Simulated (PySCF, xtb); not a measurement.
C3H9NOSi, SMILES C/C=C/[Si@@H](N)O.

GFN2-xTB (xtb) at its own geometry gives an orbital gap of 4.53 eV and a dipole moment of 1.40 D.

The structure is a stationary point at ωB97X-D3(BJ)/def2-SVP. The structure was generated by enumeration; whether it is a known compound was not checked. Other conformers were not sampled.

### Question
What does CAM-B3LYP/def2-TZVP run with PySCF give? (Estimate from the structure and the level; the computed values follow.)

### Answer
gap 9.70 eV (levels -8.75 and 0.95 eV), dipole 0.75 D.
